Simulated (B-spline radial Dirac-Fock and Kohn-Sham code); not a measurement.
**Auger parameter of barium: the L3 level and its strongest L3-MM line**

Method: multi-electron Dirac-Fock with separately optimised hole states, Breit and Lamb-shift corrections added in first order. Computed with a radial finite-basis atomic code. The modified Auger parameter α′ is the binding energy plus the kinetic energy of the Auger electron; it does not depend on the energy zero. For free ions it tends to fall with charge, since less charge screens the final holes.

```
            species      configuration  binding 2p3/2 (eV)  Auger line  kinetic (eV)  α′ (eV)
                 Ba           [Xe] 6s2              5256.3    M4M5 J=4        3602.2   8858.5
                 Ba           [Xe] 5d2              5252.4    M4M5 J=4        3607.9   8860.3
                Ba⁺           [Xe] 6s1              5262.5    M4M5 J=4        3594.7   8857.2
               Ba²⁺  [Kr] 4d10 5s2 5p6              5269.7    M4M5 J=4        3586.4   8856.2
Ba²⁺ (Watson 2.7 Å)  [Kr] 4d10 5s2 5p6              5259.0    M4M5 J=4        3597.1   8856.2
  Ba²⁺ (Watson 3 Å)  [Kr] 4d10 5s2 5p6              5260.1    M4M5 J=4        3596.0   8856.2
               Ba³⁺  [Kr] 4d10 5s2 5p5              5283.9    M4M5 J=4        3571.4   8855.2
               Ba⁴⁺  [Kr] 4d10 5s2 5p4              5298.9    M4M5 J=4        3555.5   8854.4
               Ba⁵⁺  [Kr] 4d10 5s2 5p3              5314.9    M4M5 J=4        3538.8   8853.7
               Ba⁶⁺  [Kr] 4d10 5s2 5p2              5331.7    M4M5 J=4        3521.5   8853.2
               Ba⁷⁺  [Kr] 4d10 5s2 5p1              5349.3    M4M5 J=4        3503.5   8852.8
```
